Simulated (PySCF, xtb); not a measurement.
1-chlorobuta-1,2-diene (C₄H₅Cl), SMILES CC=C=CCl.

Harmonic wavenumbers (cm⁻¹) from GFN2-xTB (xtb) at its own minimum, in rising order: 107, 135, 181, 267, 452, 518, 683, 713, 843, 934, 1024, 1074, 1141, 1196, 1389, 1396, 1472, 1480, 2067, 3007, 3019, 3021, 3058, 3066.

Task: What does PBE-D3(BJ)/def2-SVP (PySCF) give at its own minimum? (An estimate is asked for; the answer gives what the named calculation found.)

Result: 111, 150, 199, 279, 473, 539, 694, 739, 837, 877, 998, 1050, 1119, 1200, 1330, 1365, 1401, 1425, 2015, 2965, 3036, 3037, 3089, 3116. Paired by order, the mean absolute difference is 29 cm⁻¹ and the zero-point energies are 46.1 and 45.8 kcal/mol.
